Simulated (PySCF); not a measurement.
Below is a simulated gas-phase P 2p photoelectron spectrum of Cl3Ga3H3P3 ((ClGaPH)3 ring).

Every computed line was given a Gaussian of 1.0 eV full width at half maximum and an area set by the number of equivalent atoms (split 2:1 within a doublet); the highest printed point is 100. Computed with delta-SCF UKS SCAN, pcX-2 on the ionised atom, pcseg-1 elsewhere, spin-free X2C in PySCF.

(binding energy (eV), intensity): (134.7, 0), (134.8, 1), (134.9, 2), (135.0, 3), (135.1, 5), (135.2, 9), (135.3, 15), (135.4, 23), (135.5, 33), (135.6, 45), (135.7, 58), (135.8, 72), (135.9, 84), (136.0, 93), (136.1, 99), (136.2, 100), (136.3, 97), (136.4, 92), (136.5, 86), (136.6, 79), (136.7, 73), (136.8, 68), (136.9, 63), (137.0, 58), (137.1, 52), (137.2, 46), (137.3, 39), (137.4, 31), (137.5, 24), (137.6, 18), (137.7, 12), (137.8, 8), (137.9, 5), (138.0, 3), (138.1, 2), (138.2, 1), (138.3, 0), (138.4, 0), (138.5, 0)

Q: How many maxima does the curve show, and how many computed lines lie under it?

A: The curve has 1 maximum (at 136.2 eV). Under it lie 2 lines from 1 inequivalent phosphorus site, drawn as a 2p3/2, 2p1/2 pair. At this width some lines have no maximum of their own.

Q: Decompose the envelope and assign each component. Bonds: Ga1–Cl2, Ga1–P3, Ga1–P9, P3–Ga4, Ga4–Cl5, Ga4–P6, P6–Ga7, Ga7–Cl8, Ga7–P9. Hydrogens: H10 on P3; H11 on P6; H12 on P9.

A: 
| position (eV) | relative area | line | atoms | environment |
| --- | --- | --- | --- | --- |
| 136.12 | 2.00 | P 2p3/2 | P3/P6/P9 | phosphorus bonded to 2 Ga and H |
| 137.00 | 1.00 | P 2p1/2 | P3/P6/P9 | phosphorus bonded to 2 Ga and H |

Q: What are the centre and the root-mean-square width of the whole band?

A: The area-weighted mean of the lines is 136.41 eV. Their own spread about it is 0.42 eV (rms) and each Gaussian has σ = 1.0/2.355 = 0.42 eV; the variances add, which gives 0.60 eV.

No satellites, vibrations or lifetime broadening are included. One atom of each set of topologically equivalent atoms was ionised and stands for the set; in this conformer not all members are related by symmetry, and their own values weren't computed. The 2p values add to the ΔSCF energy of one spin-free hole a correction within the shell (spin–orbit coupling, ligand field). 2p1/2 minus 2p3/2 (ligand field included): P 0.89 eV. Geometry: PBE0-D3(BJ)/def2-SVP, one conformer, isolated molecule.

The run took 74 s wall, 3.2 min CPU on an Intel Xeon Platinum 8175M at 2.50 GHz with 2 threads, shared host, and the process peaked at 1.1 GiB of memory.
